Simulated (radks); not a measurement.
Results of a calculation; reference values are marked as such.
Question: All-electron atom: Sm I in [Xe] 4f6 6s2. Code: a radial shooting solver on a logarithmic mesh with Libxc functionals. Model: Dirac Kohn-Sham, BLYP, spin-unpolarised, spherical densities, point nucleus; open shells fill j = l - 1/2 first. Some entries of the table are withheld. Estimate them.

orbital,occ.,eigenvalue (eV),<1/r> (bohr^-1)
1s1/2,2,-46639.01,68.84
2s1/2,2,-7617.025,16.36
2p1/2,2,-7219.836,16.34
2p3/2,4,-6616.728,14.56
3s1/2,2,-1668.020,5.944
3p1/2,2,-1497.152,5.859
3p3/2,4,-1375.057,5.412
3d3/2,4,(1),5.286
3d5/2,6,(2),5.174
4s1/2,2,-330.8654,2.477
4p1/2,2,-265.3905,2.371
4p3/2,4,-238.5651,2.220
4d3/2,4,-130.8692,1.999
4d5/2,6,-126.0806,1.961
5s1/2,2,-42.8780,0.9434
5p1/2,2,-25.3902,0.8248
5p3/2,4,-21.8646,0.7697
6s1/2,2,-3.4438,0.2924
4f5/2,6,-2.3329,(3)
4f7/2,0,-1.7974,(4)
5d3/2,0,-1.6327,0.4138
5d5/2,0,-1.4579,0.3981
6p1/2,0,-1.1887,0.2099
6p3/2,0,-1.0093,0.1960

Answer: 
(1) 3d3/2 eigenvalue (eV): -1078.752
(2) 3d5/2 eigenvalue (eV): -1052.232
(3) 4f5/2 <1/r> (bohr^-1): 1.359
(4) 4f7/2 <1/r> (bohr^-1): 1.338
